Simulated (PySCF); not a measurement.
**Electric field gradients and quadrupole coupling constants**

Compound: CH8OP2Si.
Z-matrix (Å and degrees, GFN2-xTB geometry), rows numbered from 1:
```
C 
O   1  1.4006
Si  2  1.6257  1  127.00
P   3  2.2599  2  108.14  1   -45.02
P   3  2.2502  2  105.23  1  -171.38
H   1  1.0917  2  109.91  3   -86.25
H   1  1.0931  2  110.88  3    34.31
H   1  1.0902  2  108.05  3   154.30
H   3  1.4717  2  110.91  1    71.41
H   4  1.3799  3   94.97  2   178.98
H   4  1.3849  3   96.03  2   -88.07
H   5  1.3812  3   94.08  2   -33.09
H   5  1.3843  3   95.11  2    59.46
```

Field gradients from the PBE0/pcSseg-1 density (PySCF, non-relativistic), principal values in atomic units, ordered |Vxx| ≤ |Vyy| ≤ |Vzz|:

```csv
atom,Vxx,Vyy,Vzz
O2,-0.5462,-1.1877,1.7340
```

Task: Find the asymmetry η = (Vxx − Vyy)/Vzz and the couplings χ = eQV/h (234.96 MHz × Q in barn × V in au), with Q(17O) = −0.0256 b.

Result: 
| atom | environment | nucleus | η | χzz (MHz) | χxx (MHz) | χyy (MHz) |
| --- | --- | --- | --- | --- | --- | --- |
| O2 | silyl ether oxygen | 17O | 0.37 | -10.43 | 3.29 | 7.14 |

Task: What is Vzz at O2 in SI units (1 au = 9.71736 × 10²¹ V/m²)?

Result: 1.7340 au = 16.850 × 10²¹ V/m².

Task: And the gradient at the other heavy atoms, for which no coupling is worked out here?

Result: 
```csv
atom,environment,Vzz (au),η
C1,methoxy carbon,0.429,0.03
Si3,oxygen-bound silicon,-0.301,0.78
P4,three-coordinate phosphorus,-0.938,0.40
P5,three-coordinate phosphorus,-1.070,0.21
```

Were the hydrogens deuterons (Q(2H) = 0.00286 b), χzz would run from 103 kHz (H9) to 203 kHz (H8).

The structure is a single GFN2-xTB conformer in the gas phase; no vibrational or solvent corrections. GFN2-xTB bond lengths can be off by several hundredths of an ångström, more for odd bonds, and the gradients follow them. These gradients aren't converged with respect to the basis.
